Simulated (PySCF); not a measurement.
C6H11N.
SMILES: `C#CCCN(C)C`

Closed-shell single points with PySCF (density fitting; grid level 2 and gas phase unless stated) on one GFN2-xTB geometry.

**Question.** Rank these settings by the LUMO energy, lowest first.
A. wB97X/cc-pVDZ
B. wB97X/3-21G
C. B97-2/def2-SVPD
D. PBE0/6-31G*, grid level 4, start guess sap
E. OPBE/aug-cc-pVDZ
F. PBE0/pcSseg-1

**Answer.** E (-0.62 eV), C (0.67 eV), F (1.05 eV), D (1.71 eV), A (3.52 eV), B (4.18 eV).

**Question.** Rank these settings by the HOMO energy, lowest first.
A. wB97X/3-21G
B. wB97X/cc-pVDZ
C. OPBE/aug-cc-pVDZ
D. PBE0/pcSseg-1
E. B97-2/def2-SVPD

**Answer.** B (-8.45 eV), A (-7.99 eV), D (-6.20 eV), E (-6.01 eV), C (-4.88 eV).

All figures of these runs:

```
                                  settings  basis functions  SCF cycles     E (Eh)  HOMO (eV)  LUMO (eV)  dipole (D)
                           B97-2/def2-SVPD              228          14  -289.6235      -6.01       0.67        0.82
PBE0/6-31G*, grid level 4, start guess sap              120          14  -289.5576      -5.97       1.71        0.75
                               wB97X/3-21G               85          13  -288.2593      -7.99       4.18        0.88
                             wB97X/cc-pVDZ              153          13  -289.8567      -8.45       3.52        0.75
                          OPBE/aug-cc-pVDZ              260          16  -289.8300      -4.88      -0.62        0.83
                             PBE0/pcSseg-1              174          14  -289.5299      -6.20       1.05        0.87
```

Cycle counts include a coarse-grid stage where the run had one. All basis functions are spherical, in the Pople sets too.

The values belong to the conformer `[CH:1]#[C:2][CH2:3][CH2:4][N:5]([CH3:6])[CH3:7]`: C2–C3–C4–N5 87°, C3–C4–N5–C6 -74°.
